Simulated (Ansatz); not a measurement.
Mulliken charges of `O[SiH][SiH](O)Cl` radical from ωB97M-V/def2-TZVPP in Ansatz (PBE0-D4/def2-TZVP geometry).

```csv
atom,x (Å),y (Å),z (Å),charge (e)
O1,-1.223,-0.340,-2.020,-0.344
Si2,0.084,0.499,-1.448,0.213
Si3,0.347,0.263,0.862,0.420
O4,0.326,-1.366,1.087,-0.378
Cl5,2.169,1.085,1.380,-0.224
H6,-1.288,-1.257,-1.743,0.186
H7,-0.118,1.908,-1.883,-0.013
H8,-0.632,0.907,1.779,-0.041
H9,0.333,-1.698,1.986,0.181
```

**Question.** By hand: the dipole of these point charges (1 e Å = 4.8032 D).

**Answer.** Σ q r = (-0.177, 0.004, 0.015) e Å, of length 0.178 e Å = 0.85 D.

**Question.** How does the dipole of the full density compare? (An estimate is asked.)

**Answer.** Ansatz gave: (-0.173, -0.345, 0.237) e Å, 2.18 D; the point charges give 0.39 times that, at 66° from its direction.

Point charges leave out the atoms' own dipoles, such as those of lone pairs, and Mulliken's split depends on the basis, so the two needn't agree.
